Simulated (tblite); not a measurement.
Run record: tight-binding relaxation, `O=C(CCC=C)Br`.

Computed with GFN2-xTB geometry optimisation, gas phase (tblite 0.8.0). Start geometry: from a force field or distance geometry. The command runs a driver script over a list of jobs; the input below is this job's line of settings and its coordinates in Å.

Command:
```bash
OMP_NUM_THREADS=1 python probes_run.py task.json out
```

Input:
```
{"job": {"kind": "relax", "xc": "GFN2-xTB", "basis": "xTB"}, "charge": 0, "multiplicity": 1}
C      2.497700    -0.272700    -0.257000
C      1.245400    -0.723100    -0.485300
C      0.084800    -0.434200     0.416500
C     -0.987800     0.381600    -0.336400
C     -2.169200     0.671000     0.564800
O     -2.327000     0.284000     1.703100
Br    -3.576900     1.752300    -0.174100
H      3.309600    -0.521100    -0.923400
H      2.729100     0.359200     0.596000
H      1.066900    -1.369100    -1.333000
H     -0.349800    -1.383000     0.759800
H      0.392300     0.109900     1.312600
H     -1.352500    -0.180900    -1.190800
H     -0.563300     1.325700    -0.674900
```

Output:
```
step      E/eV     max force
  0    -609.07182    2.419
  1    -609.09072    3.194
  2    -609.16245    0.673
  3    -609.17055    0.512
  4    -609.18087    0.277
  5    -609.18754    0.251
  6    -609.19053    0.251
  7    -609.19449    0.225
  8    -609.19690    0.162
  9    -609.19850    0.115
... (15 lines left out)
 25    -609.20528    0.038
 26    -609.20545    0.039
 27    -609.20566    0.045
 28    -609.20593    0.050
 29    -609.20620    0.049
 30    -609.20637    0.028
 31    -609.20644    0.018
 32    -609.20647    0.013
 33    -609.20650    0.014
 34    -609.20652    0.009
```

«max force» is the largest atomic force in eV/Å.

Problem. From which step on does the largest force stay under 0.1 eV/Å, and how much energy is left to gain from there?

Solution. From step 10 (0.078 eV/Å), 7.1 meV above the end.

Summary of the converged run: energy lowered by 3.1 kcal/mol over 34 steps; largest atomic force 0.009 eV/Å at the end.

On one thread, Arm Neoverse N1 (aarch64), no GPU, shared host with 64 logical CPUs at a one-minute load of 56, this took 0.32 s.
Labels such as C1 count atoms from 1, the log's own numbers from 0.
